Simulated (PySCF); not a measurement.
## Computed spin Hamiltonian

C₅H₁₃Si₂ (doublet state).
Numbering: `[CH3:1][CH2:2][CH2:3]/[C:4]([SiH2:5])=[CH:6]\[SiH3:7]` (hydrogens: H8, H9, H10 on C1; H11, H12 on C2; H13, H14 on C3; H15, H16 on Si5; H17 on C6; H18, H19, H20 on Si7)

Structure used (GFN2-xTB), in Å, numbered top down from 1:
```xyz
20
C5H13Si2 angstrom
C      2.5650   -0.9287   -0.3914
C      1.3345   -0.0579   -0.6089
C      0.4564    0.0137    0.6423
C     -0.7483    0.8879    0.4030
Si    -0.5018    2.6945    0.5459
C     -1.9436    0.3494    0.0376
Si    -2.3497   -1.4597   -0.1598
H      3.1761   -0.9586   -1.2906
H      2.2715   -1.9456   -0.1406
H      3.1719   -0.5362    0.4222
H      1.6460    0.9535   -0.8850
H      0.7416   -0.4581   -1.4338
H      0.1316   -0.9941    0.9069
H      1.0545    0.4049    1.4703
H     -1.5715    3.6317    0.2664
H      0.7567    3.2447    1.0147
H     -2.7547    1.0441   -0.1534
H     -2.2046   -2.1945    1.1069
H     -1.4930   -2.1220   -1.1549
H     -3.7439   -1.5584   -0.6007
```

The hyperfine couplings belong to this conformer and change with its torsions.

Computed, not measured: PySCF 2.14.0, UKS B3LYP, pcH-1 on C H Si, non-relativistic, mean-field spin-orbit, GIAO. Geometry: GFN2-xTB, one conformer, isolated molecule. A GFN2-xTB geometry isn't a minimum of the functional, and hyperfine couplings can be far from their values at a DFT geometry, by a factor of two or more for some ions and for spin on atoms past the first row. Stability of the SCF solution: not tested.

* g1, g2, g3: 2.00220, 2.00355, 2.00478
* g_iso: 2.00351
* Form of g: rhombic: the two nearest values differ by 48 % of g3 − g1
* ⟨S²⟩: 0.7660 (exact 0.7500)
* α and β electrons: 36, 35
* HOMO–LUMO gap, α and β orbitals: 4.23, 4.94 eV
* Total energy: -777.31165 Eh
* Basis functions: 325

Hyperfine couplings atom by atom, in MHz; T1 to T3 are the principal values of the dipolar part:

```json
{"atom": "C1", "isotope": "13C", "a_iso": "-0.3", "of which spin–orbit": "0.0", "T1": "-0.1", "T2": "-0.1", "T3": "0.2", "Mulliken spin population": "0.00"}
{"atom": "C2", "isotope": "13C", "a_iso": "-3.4", "of which spin–orbit": "0.0", "T1": "-1.7", "T2": "-0.2", "T3": "1.9", "Mulliken spin population": "0.00"}
{"atom": "C3", "isotope": "13C", "a_iso": "3.1", "of which spin–orbit": "0.0", "T1": "-0.6", "T2": "0.1", "T3": "0.5", "Mulliken spin population": "0.01"}
{"atom": "C4", "isotope": "13C", "a_iso": "-32.5", "of which spin–orbit": "0.0", "T1": "-18.2", "T2": "7.1", "T3": "11.1", "Mulliken spin population": "-0.18"}
{"atom": "Si5", "isotope": "29Si", "a_iso": "-132.5", "of which spin–orbit": "1.1", "T1": "-170.5", "T2": "85.1", "T3": "85.4", "Mulliken spin population": "0.94"}
{"atom": "C6", "isotope": "13C", "a_iso": "28.1", "of which spin–orbit": "-0.1", "T1": "-25.8", "T2": "-24.0", "T3": "49.8", "Mulliken spin population": "0.33"}
{"atom": "Si7", "isotope": "29Si", "a_iso": "18.0", "of which spin–orbit": "0.0", "T1": "-0.8", "T2": "-0.5", "T3": "1.2", "Mulliken spin population": "-0.01"}
{"atom": "H8", "isotope": "1H", "a_iso": "-0.3", "of which spin–orbit": "0.0", "T1": "-0.5", "T2": "-0.3", "T3": "0.8", "Mulliken spin population": "0.00"}
{"atom": "H9", "isotope": "1H", "a_iso": "1.0", "of which spin–orbit": "0.0", "T1": "-0.4", "T2": "-0.3", "T3": "0.7", "Mulliken spin population": "0.00"}
{"atom": "H10", "isotope": "1H", "a_iso": "0.3", "of which spin–orbit": "0.0", "T1": "-0.5", "T2": "-0.5", "T3": "1.0", "Mulliken spin population": "0.00"}
{"atom": "H11", "isotope": "1H", "a_iso": "3.3", "of which spin–orbit": "0.0", "T1": "-2.6", "T2": "-1.6", "T3": "4.2", "Mulliken spin population": "0.00"}
{"atom": "H12", "isotope": "1H", "a_iso": "1.2", "of which spin–orbit": "0.0", "T1": "-1.5", "T2": "-0.1", "T3": "1.6", "Mulliken spin population": "0.00"}
{"atom": "H13", "isotope": "1H", "a_iso": "-4.4", "of which spin–orbit": "0.0", "T1": "-1.2", "T2": "-0.4", "T3": "1.6", "Mulliken spin population": "0.00"}
{"atom": "H14", "isotope": "1H", "a_iso": "-4.7", "of which spin–orbit": "0.0", "T1": "-1.8", "T2": "-1.2", "T3": "3.0", "Mulliken spin population": "0.00"}
{"atom": "H15", "isotope": "1H", "a_iso": "-44.0", "of which spin–orbit": "0.0", "T1": "-10.9", "T2": "4.2", "T3": "6.7", "Mulliken spin population": "-0.04"}
{"atom": "H16", "isotope": "1H", "a_iso": "-45.5", "of which spin–orbit": "0.0", "T1": "-11.8", "T2": "4.6", "T3": "7.2", "Mulliken spin population": "-0.04"}
{"atom": "H17", "isotope": "1H", "a_iso": "-19.5", "of which spin–orbit": "0.0", "T1": "-8.5", "T2": "-1.5", "T3": "10.0", "Mulliken spin population": "-0.02"}
{"atom": "H18", "isotope": "1H", "a_iso": "21.8", "of which spin–orbit": "0.0", "T1": "-1.3", "T2": "-0.7", "T3": "2.0", "Mulliken spin population": "0.01"}
{"atom": "H19", "isotope": "1H", "a_iso": "21.4", "of which spin–orbit": "0.0", "T1": "-1.3", "T2": "-0.7", "T3": "2.0", "Mulliken spin population": "0.01"}
{"atom": "H20", "isotope": "1H", "a_iso": "-0.7", "of which spin–orbit": "0.0", "T1": "-1.4", "T2": "-1.1", "T3": "2.5", "Mulliken spin population": "0.00"}
```

Largest spin populations (Mulliken): Si5 (+0.94), C6 (+0.33) and C4 (-0.18). The angles at Si5 add up to 359.9°, so it is planar; its axial dipolar tensor and the negative couplings of its protons fit spin in a p orbital normal to that plane.

Axes: g3 points within 3° of the C4–Si5 bond.

Under fast tumbling the dipolar parts average out, and these isotropic splittings remain: 2 × 1H (H15/H16, I = 1/2, 3 lines) with 1.60 mT, 1 × 1H (H17, I = 1/2, 2 lines) with 0.70 mT, 3 × 1H (H18/H19/H20, I = 1/2, 4 lines) with 0.51 mT, 2 × 1H (H13/H14, I = 1/2, 3 lines) with 0.16 mT and 2 × 1H (H11/H12, I = 1/2, 3 lines) with 0.08 mT.

Class means assume fast exchange of nuclei equivalent by connectivity; if that motion is slow, each nucleus keeps its own coupling. The three 1H nuclei of mean +14.2 MHz run from -0.7 to 21.8 MHz in the frozen geometry.

The 29Si coupling of Si5 (-132.5 MHz) shows only in satellite lines or after enrichment, since that isotope makes up about 4.7 % of natural silicon.

The 13C coupling of C4 (-32.5 MHz) shows only in satellite lines or after enrichment, since that isotope makes up about 1.07 % of natural carbon.

β density exceeds α density at some nuclei, such as C4 (-0.0289), Si7 (-0.0203) and H15/H16 (-0.0100), spin density in bohr⁻³. In a single determinant that takes different orbitals for the two spins, that is spin polarisation.

The run took 2.2 min (with the writing of density and orbital grids) on an Arm Neoverse V1 with one thread, no GPU, on a shared host, and the process peaked at 1.1 GiB of memory.
